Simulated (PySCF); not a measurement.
## Ionisation energy of Pr³⁹⁺ by level of theory

Pr³⁹⁺ [Ar] 3d2 (3F) → Pr⁴⁰⁺ [Ar] 3d1 (2D), as a difference of total energies. Computed with PySCF 2.14 in an even-tempered Gaussian basis (18 s from 7.3 bohr⁻², ratio 2.5; 12 p from 9.5 bohr⁻², ratio 2.5; 7 d from 9.5 bohr⁻², ratio 2.5; 4 f from 33 bohr⁻², ratio 2.7; 3 g from 50 bohr⁻², ratio 2.7), with the spin-free X2C one-electron Hamiltonian (Gaussian nucleus). Correlated levels: outer shells: [Ne] frozen; virtual orbitals above 40 to 60 times the deepest correlated orbital energy dropped. The calculations carry no spin-orbit coupling.

```tsv
method	ionisation energy (eV)
UHF	2826.9
LDA	2825.8
PBE	2826.6
PBE0	2827.1
r2SCAN	2828.6
B3LYP	2827.5
SCS-MP2 (outer shells)	2826.5
```

Estimate what MP2 (outer shells) gives.

2826.6 eV, closest to PBE among the rows shown.

Estimate what PW91 gives.

2827.3 eV, closest to B3LYP among the rows shown.

Spin-orbit coupling is strong in these open shells (close to jj coupling). The scalar numbers leave it out and a first-order estimate fails, so it can dominate the gap to the real levels.

Breit and QED terms and the two-electron picture change are absent.

For comparison: 2838 ± 4 eV (theoretical estimate listed by NIST; NIST Atomic Spectra Database, ionization energies).
